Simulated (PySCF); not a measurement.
**Peak assignment**

Bonds (- single, = double, # triple, : aromatic): C1-O2, O2-C3, C3-C4, C3-C5, C3-Si6, Si6-C7, C7=O8, C7-O9. C1 carries H10, H11, H12; C4 carries H13, H14, H15; C5 carries H16, H17, H18; Si6 carries H19, H20; O9 carries H21.

[PySCF 2.14: GFN2-xTB structure; PBE0/pcSseg-1 with gauge-including orbitals; gas phase; one conformer; non-relativistic; equivalent nuclei averaged]

Referencing at the same level of theory: 13C (σref 186.93) and 1H (σref 31.72) against TMS.

Question: Assign these signals to the numbered atoms. 13C{1H} NMR (computed): δ 187.0, 71.5, 48.2, 22.9.

Answer: 
| δ (ppm) | atoms | environment | reason |
| --- | --- | --- | --- |
| 187.0 | C7 | carbonyl carbon | – |
| 71.5 | C3 | fully substituted sp3 carbon bonded to O and Si | pulled downfield by the heteroatom |
| 48.2 | C1 | methyl carbon bonded to O | deshielded by the electronegative neighbour |
| 22.9 | C4/C5 | methyl carbon | a saturated carbon with 1 carbon neighbour and no heteroatom attached |

Question: Assign these signals to the numbered atoms. 1H NMR (500 MHz, computed): δ 6.79 (br s, 1H), 4.21 (s, 2H), 3.42 (s, 3H), 1.53 (s, 6H).

Answer: 
6.79 → H21, hydrogen on an acid hydroxyl oxygen: labile proton, position sensitive to the medium
4.21 → H19/H20, hydrogen on a silicon bonded to 2 C
3.42 → H10/H11/H12, hydrogen on a methyl carbon bonded to O: its carbon carries O, which withdraws density
1.53 → H13/H14/H15/H16/H17/H18, hydrogen on a methyl carbon

Exchangeable OH/NH protons stand at their gas-phase positions; hydrogen bonding in a real sample shifts them, mostly to higher δ. Shifts are as computed. Against solution values, carbons near 30 ppm lie about +3 ppm off and those near 130 ppm about +5 ppm. Of 1211 compounds with measured shifts, 218 miss one by over three times the rms of a fit or turn the order of signals round; such compounds aren't used in these exercises. Hydrogen bonding in solution deshields acid and N–H amide carbonyl carbons by as much as 10 ppm beyond these values. Multiplicities follow the n + 1 count of equivalent neighbours, as no J values were calculated; m marks all less simple cases, F and P coupling included.
